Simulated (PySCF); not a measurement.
but-1-yne (C₄H₆), SMILES C(C)C#C.

Coordinates come from a B3LYP-D3(BJ)/def2-SVP optimisation.

All values below come from TDA-CAM-B3LYP/def2-SVPD (PySCF).

Vertical excitations.  State labels are in the subgroup Cs.

Computed excitation energies, oscillator strengths and character:
```
state  symmetry  energy (eV)  λ (nm)      f                                                                   main pairs
-----  --------  -----------  ------  -----  ---------------------------------------------------------------------------
S1           A"         6.53     190  0.000       HOMO→LUMO+4 31 %, HOMO−1→LUMO+2 25 %, HOMO→LUMO 17 %, HOMO→LUMO+1 16 %
S2           A'         6.78     183  0.004   HOMO→LUMO+2 44 %, HOMO−1→LUMO+4 21 %, HOMO−1→LUMO 15 %, HOMO−1→LUMO+1 11 %
S3           A"         6.80     182  0.000                                         HOMO−1→LUMO+2 67 %, HOMO→LUMO+4 11 %
S4           A"         7.45     166  0.032                                             HOMO→LUMO 60 %, HOMO→LUMO+1 34 %
S5           A'         7.52     165  0.054                                         HOMO−1→LUMO 66 %, HOMO−1→LUMO+1 28 %
S6           A"         8.36     148  0.014                         HOMO→LUMO+4 36 %, HOMO→LUMO+3 32 %, HOMO→LUMO+1 24 %
S7           A'         8.41     147  0.030  HOMO−1→LUMO+4 30 %, HOMO−1→LUMO+1 30 %, HOMO−1→LUMO+3 29 %, HOMO−1→LUMO 5 %
S8           A"         8.80     141  0.007                         HOMO→LUMO+3 61 %, HOMO→LUMO+1 15 %, HOMO→LUMO+4 13 %
S9           A'         8.87     140  0.048                                       HOMO−1→LUMO+3 63 %, HOMO−1→LUMO+1 19 %
S10          A"         9.12     136  0.058                                                             HOMO→LUMO+5 73 %
T1           A'         5.35     232      0    HOMO→LUMO+2 42 %, HOMO−1→LUMO+4 24 %, HOMO−1→LUMO+1 11 %, HOMO−1→LUMO 7 %
T2           A"         5.86     212      0       HOMO−1→LUMO+2 38 %, HOMO→LUMO+4 26 %, HOMO→LUMO+1 13 %, HOMO→LUMO 10 %
T3           A'         5.87     211      0    HOMO→LUMO+2 45 %, HOMO−1→LUMO+4 23 %, HOMO−1→LUMO+1 11 %, HOMO−1→LUMO 8 %
T4           A"         6.55     189      0        HOMO−1→LUMO+2 53 %, HOMO→LUMO+4 18 %, HOMO→LUMO 11 %, HOMO→LUMO+1 9 %
```
Triplets are in the Tamm–Dancoff approximation.
